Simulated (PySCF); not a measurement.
Work out the structure from these simulated measurements.

Elements present: C, H, P and S. Monoisotopic mass: 175.9978 u.

- 13C NMR: chemical shifts (computed TMS as zero) by class: 148.0 (1 C), 140.0 (1 C), 121.5 (1 C), 105.3 (1 C), 26.5 (1 C), 17.0 (1 C) ppm [GIAO PBE0/pcSseg-1]
- Dipole: 4.13 D [PBE0/pcSseg-1]
- Rotational structure: rotational constants A, B, C: 1.868, 0.396, 0.360 GHz [GFN2-xTB]
- NMR, other nuclei: isotropic shieldings of nuclei other than C and H, by class: 361 (1 P), 404 (1 P), 729 (1 S) ppm [GIAO PBE0/pcSseg-1]
- 1H NMR: chemical shifts (computed TMS as zero) by class: 7.63 (1 H), 6.59 (1 H), 6.22 (1 H), 6.21 (1 H), 1.67 (3 H), 1.48 (3 H) ppm [GIAO PBE0/pcSseg-1]

Gas-phase values; electronic properties from PySCF, density fitting. Levels stand in brackets. Geometry: GFN2-xTB, one conformer, isolated molecule. NMR values are class means; diastereotopic atoms form classes of their own.

Problem. Which formula fits the mass and the elements?

Solution. C6H10P2S (calculated 175.9978). No other formula that holds each of these elements comes within 0.0003 u with a fitting electron parity and a possible valence count.

Problem. Propose a structure and show how it fits.

Solution. Numbering: `[CH2:1]=[CH:2][P:3]([CH3:4])[C:5]#[C:6][P@H:7]([CH3:8])=[S:9]`. 6 carbons fall into 6 classes; from least to most shielded: alkene CH carbon [C2] (148.0 ppm), terminal =CH2 carbon [C1] (140.0 ppm), alkyne carbon [C5] (121.5 ppm), alkyne carbon [C6] (105.3 ppm), sp3 carbon bound to phosphorus [C8] (26.5 ppm), sp3 carbon bound to phosphorus [C4] (17.0 ppm). Hydrogen classes from least to most shielded: 1 H on a phosphorus bonded to 2 C, S and H, P7 (7.63 ppm), 1 H on an alkene CH carbon, C2 (6.59 ppm), 1 H on a terminal =CH2 carbon, C1 (6.22 ppm), 1 H on a terminal =CH2 carbon, C1 (6.21 ppm), 3 H on an sp3 carbon bound to phosphorus, C8 (1.67 ppm), 3 H on an sp3 carbon bound to phosphorus, C4 (1.48 ppm, a mean of values up to 0.7 ppm apart in this geometry). The other shieldings belong to: 361 ppm, phosphorus bonded to 2 C, S and H [P7]; 404 ppm, phosphine phosphorus [P3]; 729 ppm, sulfur bonded to P [S9]. The optimised geometry has point group C1 and is an asymmetric top. Structure: `C=CP(C)C#C[P@H](C)=S`. Computed isomers that give other values at the same levels: `CP(CP)c1ccsc1` (13C chemical shifts (computed TMS as zero) by class: 145.0 (1 C), 144.5 (1 C), 136.7 (1 C), 129.6 (1 C), 21.7 (1 C), 19.5 (1 C) ppm). The assignments are read from this structure; whether some other isomer fits the data as well wasn't checked. The mirror image fits equally.

Shape of the structure used: `[CH2:1]=[CH:2][P:3]([CH3:4])[C:5]#[C:6][P@H:7]([CH3:8])=[S:9]`: C1–C2–P3–C4 -133°.
